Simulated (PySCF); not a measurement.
**Vanadium: a sound run and one with changed settings**

Sound run: V⁺ [Ar] 3d4, V²⁺ [Ar] 3d3. All numbers are calculated (PySCF 2.14, the spin-free X2C one-electron Hamiltonian (Gaussian nucleus), in x2c-TZVPall). The sound run starts from symmetry-adapted Hartree-Fock orbitals and uses a fine grid where one is needed.

Changed run: radial step 0.3 in ln r (0.13 in the sound run). This setting is unsound on purpose.

| species | method | sound run (hartree) | changed run (hartree) | converged |
| --- | --- | --- | --- | --- |
| V⁺ | UHF | -947.90607 | -947.90607 | yes |
| V⁺ | TPSS | -948.95636 | -948.95056 | yes |
| V⁺ | PBE0 | -948.72913 | -948.72801 | yes |
| V²⁺ | UHF | -947.42072 | -947.42072 | yes |
| V²⁺ | TPSS | -948.40738 | -948.40190 | yes |
| V²⁺ | PBE0 | -948.17855 | -948.17736 | yes |

Ionisation energy of V⁺:

```csv
method,sound run (eV),changed run (eV)
UHF,13.207,13.207
TPSS,14.939,14.930
PBE0,14.982,14.984
```

A coarse radial grid mis-integrates the density and the exchange-correlation energy, with errors of either sign; Hartree-Fock needs no grid.

For comparison, NIST gives 14.634 ± 0.007 eV between the lowest levels.
